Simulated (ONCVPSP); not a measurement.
Transferability test, ONCV potential for N (Z = 7)

N, optimised norm-conserving Vanderbilt (ONCV), made with ONCVPSP 4.0.1 (PBEsol, scalar-relativistic). Core [He], reference 2s2 2p3. Waves: 2s: rc 1.05 bohr, ncon 4, nbas 8, qcut 5.6 1/bohr, 2 projectors, debl 3.8 Ha; 2p: rc 1.70 bohr, ncon 4, nbas 7, qcut 9.3 1/bohr, 3 projectors, debl 2.8 Ha. Local part: polynomial inside 0.80 bohr (lpopt 5, dvloc0 1 Ha). Core correction: Teter function, fcfact 6, rcfact 1.05.

Energies are relative to the spin-unpolarised reference configuration 2s2 2p3; without spin polarisation the order of configurations can differ from experiment.

```
valence configuration  charge  ΔE all-electron (eV)  error AE − PS (meV)
              2s2 2p2      +1                13.521                  +21
              2s2 2p1      +2                42.258                 +183
              2s2 2p0      +3                89.143                 +778
              2s0 2p5       0                22.895                  +29
```

Levels in the configuration 2s2 2p2:

```tsv
level	all-electron (eV)	pseudo (eV)
2s	-32.305	-32.298
2p	-20.598	-20.537
```
